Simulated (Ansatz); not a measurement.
CH4FGaOS (`C[S][Ga]([OH])[F]`). The species carries charge 0 and has multiplicity 1.

```tsv
atom	x (Å)	y (Å)	z (Å)
C1	-1.148	-1.042	-0.664
S2	0.640	-1.381	-0.544
Ga3	1.293	0.447	0.410
O4	0.163	1.748	0.838
F5	2.977	0.727	0.805
H6	-1.594	-0.914	0.320
H7	-1.585	-1.917	-1.144
H8	-1.344	-0.164	-1.276
H9	0.598	2.496	1.254
```

(1) List the harmonic frequencies (cm⁻¹, unscaled) at PBE0-D4/def2-TZVP in Ansatz. (Best estimate.)

(2) Is this a minimum?

(3) Give the ideal-gas thermochemistry at 298.15 K and 1 bar (rigid rotor, harmonic oscillator; point group Cs, symmetry number 1).

(4) Rotational constants (cm⁻¹)?

## Answers

(1) Ansatz gave: 41, 83, 93, 178, 178, 207, 355, 429, 678, 712, 719, 853, 974, 989, 1356, 1468, 1472, 3078, 3170, 3179, 3890.

(2) Yes, all 21 modes are real.

(3) Zero-point energy 144.2 kJ/mol; H(298) − E = 167.9 kJ/mol; entropy 382.6 J/(mol·K), of which translation 171.6, rotation 115.8, vibration 95.2; G(298) − E = 53.8 kJ/mol. Modes under 100 cm⁻¹ are hindered rotations or soft bends, so the harmonic entropy is rough.

(4) 0.1588, 0.06234, 0.04515.
